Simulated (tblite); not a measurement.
Species: C₇H₉F.
SMILES with atom numbers: `[CH2:1]=[C:2]([CH3:3])[C:4]1=[C:5]([CH2:6][F:7])[CH2:8]1` (hydrogens: H9, H10 on C1; H11, H12, H13 on C3; H14, H15 on C6; H16, H17 on C8)

Structure used (GFN2-xTB), in Å, numbered top down from 1:
```
atom  x, y, z in Å
C1    -1.7476   -1.5707   -0.6473
C2    -1.1615   -0.4451   -0.2350
C3    -1.8675    0.8748   -0.1422
C4     0.2114   -0.4402    0.1515
C5     1.2772    0.1862    0.5864
C6     1.9970    1.3747    1.0458
F7     1.1838    2.4855    1.0580
C8     1.4501   -1.2787    0.3140
H9    -2.7819   -1.5950   -0.9440
H10   -1.2039   -2.4985   -0.6980
H11   -2.9043    0.7830   -0.4540
H12   -1.3677    1.6098   -0.7711
H13   -1.8327    1.2449    0.8812
H14    2.8421    1.6068    0.3827
H15    2.3674    1.2411    2.0718
H16    1.5268   -1.9703    1.1466
H17    2.0042   -1.5964   -0.5632
```

Computed values, GFN2-xTB/tblite, gas phase, harmonic and unscaled. Against measured fundamentals such values can be off by several per cent, at times by over 20. One conformer, not necessarily the lowest.

Harmonic wavenumbers (cm⁻¹): 30.9, 75.6, 83.5, 102.2, 187.7, 195.4, 295.5, 346.9, 452.5, 480.8, 513.2, 689.0, 699.6, 833.8, 876.5, 927.3, 946.3, 989.6, 1006.0, 1019.2, 1034.6, 1039.3, 1048.7, 1137.3, 1187.6, 1192.2, 1304.8, 1331.9, 1393.7, 1408.8, 1413.3, 1469.1, 1478.9, 1488.0, 1664.6, 1921.1, 2882.7, 2902.3, 2998.3, 3015.8, 3017.2, 3030.1, 3049.1, 3109.0, 3138.0.

A = 3242, B = 1380, C = 986.3 MHz; mass 112.069 u (most abundant isotopes); point group Cs, symmetry number 1.

Q: Zero-point energy?

A: Half the sum of the wavenumbers: 29704 cm⁻¹ = 84.93 kcal/mol.

Q: Give the ideal-gas entropy at 200 K and 1 bar in the rigid-rotor, harmonic-oscillator model (classical rotation).

A: Translation 38.10, rotation 27.49, vibration 19.52: S = 85.1 cal/(mol K).

Q: And Cp and H(200 K) − H(0)?

A: Cp = 25.87 cal/(mol K), of which vibrations give 17.92 (their classical limit is 45 R = 89.4); H(200 K) − H(0) = 3.57 kcal/mol without the zero-point energy, 1.98 from vibrations.

Q: How do the functions run with temperature in this model?

A: 
| T (K) | S (cal/(mol K)) | Cp (cal/(mol K)) | H − H(0) (kcal/mol) | G − H(0) (kcal/mol) | ln q(vib) |
| --- | --- | --- | --- | --- | --- |
| 50 | 58.9 | 14.0 | 0.53 | -2.41 | 0.81 |
| 100 | 70.0 | 18.5 | 1.35 | -5.65 | 2.21 |
| 298.15 | 96.9 | 34.0 | 6.50 | -22.40 | 7.20 |
| 373.15 | 105.3 | 40.5 | 9.30 | -29.98 | 8.94 |
| 500 | 118.5 | 50.2 | 15.07 | -44.19 | 11.80 |
| 750 | 141.7 | 64.0 | 29.48 | -76.80 | 17.23 |
| 1000 | 161.4 | 73.0 | 46.69 | -114.75 | 22.30 |

q(vib) and H(0) count from the zero-point level.

Q: Which modes carry the vibrational entropy at 200 K?

A: 30.9 cm⁻¹: 4.98; 75.6 cm⁻¹: 3.22; 83.5 cm⁻¹: 3.03; 102.2 cm⁻¹: 2.64; 187.7 cm⁻¹: 1.53; 195.4 cm⁻¹: 1.47 cal/(mol K); the other 39 give 2.65 together.

Q: What must be added to the electronic energy to get the Gibbs energy at 200 K and 1 bar?

A: ZPE + [H(200 K) − H(0)] − T·S = 84.93 + 3.57 − 17.02 = 71.48 kcal/mol.

Hindered rotation and anharmonicity are outside this model. Other conformers, if any are populated, would add a mixing term that is left out.
